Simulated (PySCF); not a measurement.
Species: `CCCC([SiH3])[SiH3]`. The columns A, B, C and D hold Mulliken, IAO, Hirshfeld and ESP-fitted charges (e) of one PBE0/pcSseg-1 density (PySCF), in a shuffled order. Coordinates in Å (GFN2-xTB); the density's dipole moment is (-0.86, 0.08, 0.34) D.

```json
{"atom": "C1", "x": "-2.864", "y": "0.362", "z": "-0.387", "A": "-0.414", "B": "-0.116", "C": "-0.257", "D": "-0.416"}
{"atom": "C2", "x": "-1.454", "y": "0.694", "z": "0.088", "A": "+0.265", "B": "-0.064", "C": "-0.274", "D": "-0.242"}
{"atom": "C3", "x": "-0.477", "y": "-0.445", "z": "-0.191", "A": "-0.094", "B": "-0.067", "C": "-0.217", "D": "-0.240"}
{"atom": "C4", "x": "0.935", "y": "-0.178", "z": "0.342", "A": "-0.299", "B": "-0.188", "C": "-0.803", "D": "-0.637"}
{"atom": "Si5", "x": "1.993", "y": "-1.760", "z": "0.222", "A": "+0.307", "B": "+0.305", "C": "+0.507", "D": "+0.592"}
{"atom": "Si6", "x": "1.772", "y": "1.318", "z": "-0.492", "A": "+0.333", "B": "+0.303", "C": "+0.490", "D": "+0.580"}
{"atom": "H7", "x": "-3.233", "y": "-0.534", "z": "0.108", "A": "+0.095", "B": "+0.039", "C": "+0.108", "D": "+0.136"}
{"atom": "H8", "x": "-2.873", "y": "0.186", "z": "-1.461", "A": "+0.094", "B": "+0.039", "C": "+0.109", "D": "+0.137"}
{"atom": "H9", "x": "-3.545", "y": "1.181", "z": "-0.167", "A": "+0.099", "B": "+0.042", "C": "+0.116", "D": "+0.142"}
{"atom": "H10", "x": "-1.108", "y": "1.600", "z": "-0.415", "A": "-0.023", "B": "+0.035", "C": "+0.135", "D": "+0.128"}
{"atom": "H11", "x": "-1.470", "y": "0.897", "z": "1.162", "A": "-0.036", "B": "+0.037", "C": "+0.115", "D": "+0.128"}
{"atom": "H12", "x": "-0.874", "y": "-1.357", "z": "0.268", "A": "+0.046", "B": "+0.034", "C": "+0.126", "D": "+0.125"}
{"atom": "H13", "x": "-0.433", "y": "-0.622", "z": "-1.269", "A": "+0.047", "B": "+0.034", "C": "+0.126", "D": "+0.127"}
{"atom": "H14", "x": "0.843", "y": "0.059", "z": "1.408", "A": "+0.120", "B": "+0.038", "C": "+0.169", "D": "+0.149"}
{"atom": "H15", "x": "2.117", "y": "-2.178", "z": "-1.176", "A": "-0.083", "B": "-0.077", "C": "-0.073", "D": "-0.120"}
{"atom": "H16", "x": "1.344", "y": "-2.836", "z": "0.981", "A": "-0.089", "B": "-0.079", "C": "-0.081", "D": "-0.118"}
{"atom": "H17", "x": "3.321", "y": "-1.516", "z": "0.786", "A": "-0.086", "B": "-0.079", "C": "-0.076", "D": "-0.117"}
{"atom": "H18", "x": "1.189", "y": "2.585", "z": "-0.039", "A": "-0.109", "B": "-0.079", "C": "-0.073", "D": "-0.117"}
{"atom": "H19", "x": "1.614", "y": "1.213", "z": "-1.945", "A": "-0.080", "B": "-0.077", "C": "-0.069", "D": "-0.120"}
{"atom": "H20", "x": "3.197", "y": "1.340", "z": "-0.152", "A": "-0.093", "B": "-0.079", "C": "-0.077", "D": "-0.116"}
```

**Question.** Which column most likely holds the ESP-fitted charges?

**Answer.** A. Σ q r misses the density's dipole by 0.03 D (A), 0.61 D (B), 1.25 D (D), 1.39 D (C). Charges fitted to the outside potential are the only set here that is tied to the molecule's multipoles.

**Question.** And the Hirshfeld charges?

**Answer.** B. The mean sizes are 0.090 e (B), 0.141 e (A), 0.200 e (C), 0.224 e (D), and Hirshfeld charges are commonly the smallest of these schemes.

As computed, A = ESP-fitted, B = Hirshfeld, C = Mulliken, D = IAO. Hydrogens on carbon: ESP-fitted -0.04 to +0.12, Hirshfeld +0.03 to +0.04, Mulliken +0.11 to +0.17, IAO +0.13 to +0.15 e.

The IAO scheme projects the occupied orbitals on a minimal set of polarised atomic orbitals and counts the electrons in each atom's part of it. The ESP scheme fits charges at the nuclei, held to the total charge, to the electrostatic potential on points at 1.4 to 2.0 times the van der Waals radii.

Isolated species at its GFN2-xTB geometry (one conformer only).

The run behind these numbers computed NMR shieldings as well. Time: 31 s; peak memory 0.84 GiB. Hardware: an Arm Neoverse V1 with one thread (shared host).

The values belong to the conformer `[CH3:1][CH2:2][CH2:3][CH:4]([SiH3:5])[SiH3:6]`: C1–C2–C3–C4 -177°, C2–C3–C4–Si5 170°.
